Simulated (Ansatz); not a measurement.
Reaction (cleavage of the Ge–Si bond): `[F][GeH2][SiH2]S` + NH₃ → `[NH2][GeH2][F]` + `[SiH3]S`

Computed with Ansatz on PBE0-D4/def2-TZVP structures; ΔE is electronic, products minus reactants. CBS: MP2 limit from def2 TZ/QZ plus the TZ coupled-cluster correction, frozen cores. This one scheme is used for every species. DFT in def2-TZVPP. B3LYP here is the variant with VWN-RPA as its local correlation; programs differ in this. For Ge outer-core shells are correlated without core-valence functions, which leaves a few kJ/mol of doubt a bond. Scalar relativity is left out up to krypton. Each species was taken in one conformer, which may not be the lowest.

Q: Is it downhill or uphill in electronic energy at CCSD(T)/CBS, and by how much? (Best estimate.)

A: Ansatz gave: Downhill: ΔE = -13.2 kJ/mol.

Q: What do these levels give: PBE-D4, r2SCAN-D4, PBE0-D4, ωB97X-V, ωB97M-V, B2PLYP, PBE, B3LYP, SCS-MP2/def2-TZVPP, HF/def2-QZVPP, MP2/def2-QZVPP, CCSD/CBS(def2)? (Best estimate.)

A: Ansatz gave: PBE-D4 2.5, r2SCAN-D4 -8.1, PBE0-D4 -2.3, ωB97X-V -15.4, ωB97M-V -14.8, B2PLYP -17.6, PBE -0.7, B3LYP -13.3, SCS-MP2/def2-TZVPP -24.7, HF/def2-QZVPP -31.8, MP2/def2-QZVPP -19.4, CCSD/CBS(def2) -14.8 kJ/mol.

Largest T1 diagnostic among the species: 0.012.

The D4 term adds +5.2 kJ/mol with B3LYP and +3.2 kJ/mol with PBE0; it sums over pairs of atoms, weighted by their polarisabilities, and B3LYP, whose exchange is more repulsive, gets the larger term. From PBE to PBE0 (25 % exact exchange), in def2-TZVPP and without D4, ΔE moves by −4.8 kJ/mol.
